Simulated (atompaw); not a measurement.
# An all-electron radial function and its pseudo partner (K (Z = 19))

Columns: radius, all-electron u(r) and pseudo u(r) of the 4s shell (level -4.28 eV) of potassium in the configuration [Ne] 3s2 3p6 3d0 4s0.5 4p0; PBE, scalar-relativistic, PAW (atompaw) scheme, atompaw 4.2.0.5.

| r (bohr) | all-electron | pseudo |
| --- | --- | --- |
| 0.115 | 0.0125 | -0.0014 |
| 0.231 | 0.1240 | -0.0023 |
| 0.346 | 0.0985 | -0.0023 |
| 0.462 | 0.0068 | -0.0009 |
| 0.577 | -0.0898 | 0.0024 |
| 0.692 | -0.1640 | 0.0077 |
| 0.808 | -0.2082 | 0.0156 |
| 0.923 | -0.2226 | 0.0260 |
| 1.038 | -0.2123 | 0.0391 |
| 1.154 | -0.1832 | 0.0552 |
| 1.269 | -0.1415 | 0.0739 |
| 1.385 | -0.0912 | 0.0954 |
| 1.500 | -0.0371 | 0.1190 |
| 1.615 | 0.0185 | 0.1449 |
| 1.731 | 0.0740 | 0.1727 |
| 1.846 | 0.1271 | 0.2016 |
| 1.962 | 0.1777 | 0.2317 |
| 2.077 | 0.2245 | 0.2620 |
| 2.192 | 0.2675 | 0.2922 |
| 2.308 | 0.3069 | 0.3221 |
| 2.423 | 0.3421 | 0.3506 |
| 2.538 | 0.3735 | 0.3777 |
| 2.654 | 0.4013 | 0.4030 |
| 2.769 | 0.4254 | 0.4259 |
| 2.885 | 0.4462 | 0.4463 |
| 3.000 | 0.4637 | 0.4637 |

Task: How many radial nodes do the two functions have?

Result: The all-electron 4s function has n − l − 1 = 3 (the table is too coarse to show those close to the nucleus); the pseudo-wave has 1, since 1 lower shell of the same l stays in the valence.

Task: Is the pseudo-wave norm-conserving?

Result: No, it belongs to a PAW set: the norm inside the radius is not constrained, and the difference is carried by the augmentation charge.
